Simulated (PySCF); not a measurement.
**Calculated NMR parameters of F[SiH2]C#C[SiH2]N([SiH3])[SiH3]**

```yaml
Formula: C2H10FNSi4
SMILES: F[SiH2]C#C[SiH2]N([SiH3])[SiH3]
InChI: InChI=1S/C2H10FNSi4/c3-7-1-2-8-4(5)6/h7-8H2,5-6H3
Point_group_of_the_computed_structure: C1
Degrees_of_unsaturation: 2
Carbon_signals: 2
Proton_signals: 3
```

Atoms are numbered as in `[F:1][SiH2:2][C:3]#[C:4][SiH2:5][N:6]([SiH3:7])[SiH3:8]`. Hydrogens are named by the atom that carries them.

- coordinates at the GFN2-xTB level
- NMR shieldings at PBE0/pcSseg-1/GIAO
- program: PySCF 2.14.0 with density-fitted response routines
- in vacuum, rapidly exchanging positions averaged, one conformer, relativity neglected

Scale: TMS for 1H (σref 31.72) and 13C (σref 186.93) and 29Si (σref 349.16); 19F (σref 170.95) against CFCl3; 15N (σref 267.73) against NH3 (reference shieldings calculated alike).

```tsv
carbon	δC, type	δH (multiplicity)	HMBC from (2–3 bonds)	span of the C tensor (ppm)
C3	117.7, C	–	H(Si2), H(Si5)	278
C4	118.6, C	–	H(Si2), H(Si5)	286
```

Other nuclei:
```
        atoms  nucleus                           environment  δ (ppm)  σ (ppm)
       H(Si2)       1H  hydrogen on a silicon bonded to C, F     5.19    26.53
       H(Si5)       1H  hydrogen on a silicon bonded to C, N     5.10    26.62
H(Si7)/H(Si8)       1H     hydrogen on a silicon bonded to N     4.88    26.84
           F1      19F                 fluorine bonded to Si   -217.6    388.5
          Si2     29Si           silicon bonded to C, F, 2 H    -30.5    379.7
      Si7/Si8     29Si              silicon bonded to N, 3 H    -46.0    395.2
          Si5     29Si           silicon bonded to C, N, 2 H    -52.4    401.6
           N6      15N               nitrogen bonded to 3 Si     -1.9    269.7
```

Carbon types of the structure: 2 × C, leaving 10 H on heteroatoms. δC 118.6, 117.7: alkyne carbon. δH 5.19: hydrogen on a silicon bonded to C, F. δH 5.10: hydrogen on a silicon bonded to C, N. δH 4.88: hydrogen on a silicon bonded to N.

Splittings by 19F in the carbon and heteronuclear signals aren't shown, as no couplings were computed. Shifts are as computed. Against solution values, carbons near 30 ppm lie about +3 ppm off and those near 130 ppm about +5 ppm. Of 1211 compounds with measured shifts, 218 miss one by over three times the rms of a fit or turn the order of signals round; such compounds aren't used in these exercises. Unscaled 19F shifts against computed CFCl3 carry errors that often reach 10 to 50 ppm. Experimental scales use liquid or dissolved standards, which lie at an offset from isolated NH3 (liquid NH3: subtract about 20 ppm). No couplings were computed; multiplicities are counted from neighbouring protons, with m where these are inequivalent, close in shift, in a saturated or five-membered ring or joined by F or P, and br s for small geminal =CH2 splittings.
